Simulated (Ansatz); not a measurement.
```yaml
atoms:
  - { symbol: B, position_ang: [1.4280, -0.0304, 0.0355] }
  - { symbol: N, position_ang: [0.6698, 1.2481, -0.0224] }
  - { symbol: B, position_ang: [-0.7329, 1.2092, 0.0238] }
  - { symbol: N, position_ang: [-1.4290, 0.0111, -0.0439] }
  - { symbol: B, position_ang: [-0.6942, -1.2508, -0.0409] }
  - { symbol: N, position_ang: [0.6956, -1.2010, -0.0459] }
  - { symbol: H, position_ang: [2.6644, 0.0147, -0.0470] }
  - { symbol: H, position_ang: [1.2501, 2.0933, -0.0292] }
  - { symbol: H, position_ang: [-1.3424, 2.2632, 0.0307] }
  - { symbol: H, position_ang: [-2.4393, -0.0144, 0.0434] }
  - { symbol: H, position_ang: [-1.3586, -2.3112, -0.0377] }
  - { symbol: H, position_ang: [1.1726, -2.1150, -0.0271] }
```

Basis set: 6-31G* (spherical functions). Left uncorrelated: 6 orbitals. Charge 0, multiplicity 1.

Computed with Ansatz (development build ahead of 0.2.0); each method stands on the lowest determinant of its kind that the runs found. Restricted open shells among the atoms or ions are ROHF, correlated in semicanonical orbitals with singles.

**Question.** Give the atomization energy at this shape (free ground-state atoms in the same class of orbitals less the molecule, no zero-point energy) of singlet B₃N₃H₆ by RHF-MP2, RHF.

**Answer.**

| method | atomization energy |
| --- | --- |
| RHF-MP2 | 49.06 eV |
| RHF | 39.14 eV |

Caution: the shape is not the minimum.
